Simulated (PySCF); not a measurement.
# RuH₆: breathing scan

Method: UPBE0 in PySCF with Ru def2-TZVP with ECP28, H def2-TZVP; scalar-relativistic core potentials, no spin–orbit coupling; density-fitted integrals.

Rigid scan from the triplet minimum (H–H 0.845 Å (×2), Ru–H 1.622 Å (×2), Ru–H 1.773 Å (×2), Ru–H 1.834 Å (×2); H–H–Ru 72.5° (×2), H–H–Ru 80.5° (×2), H–Ru–H 27.0° (×2), H–Ru–H 68.5° (×2), H–Ru–H 84.4° (×2), H–Ru–H 95.6° (×2), H–Ru–H 111.4° (×2), H–Ru–H 138.4°, H–Ru–H 153.1° (×2), H–Ru–H 179.9° (×2)). Coordinate: all bonds to the central atom scaled together. Energies in kJ/mol from the minimum.

```csv
scale of all bonds to the centre,E (kJ/mol),dipole size (D),⟨S²⟩
0.88,198.2,2.22,2.00
0.92,78.7,2.37,2.01
0.96,17.6,2.51,2.01
1.00,0.0,2.65,2.01
1.04,14.2,2.78,2.01
1.08,51.6,2.92,2.02
1.14,136.7,3.11,2.03
1.22,280.7,3.35,2.07
1.35,534.4,3.64,2.29
```

Spin contamination is strong at 1.35, so these points are less reliable.

Other spin states or occupations of the open shell can lie lower.
